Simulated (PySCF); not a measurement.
A calculated (UHF, PySCF 2.14, def2-SVP, no relativity, point nucleus) atom or ion has these occupied shells.

```
shell  electrons  orbital energy (eV)  rms radius, mean of both spins (bohr)
 1s α          1              -8315.5                                 0.0635
 1s β          1              -8315.5                                 0.0635
 2s α          1              -1032.3                                  0.268
 2s β          1              -1030.3                                  0.268
 2p α          3              -897.15                                  0.239
 2p β          3              -895.17                                  0.239
 3s α          1              -135.33                                  0.805
 3s β          1              -130.04                                  0.805
 3p α          3              -92.143                                  0.855
 3p β          3              -85.767                                  0.855
 3d α          5              -20.005                                   1.08
 3d β          3              -17.430                                   1.08
 4s α          1               -7.646                                   3.34
 4s β          1               -7.185                                   3.34
```

Question: Name the element and its charge.

Answer: Ni (nickel, neutral), in [Ar] 3d8 4s2, high-spin 3F determinant.
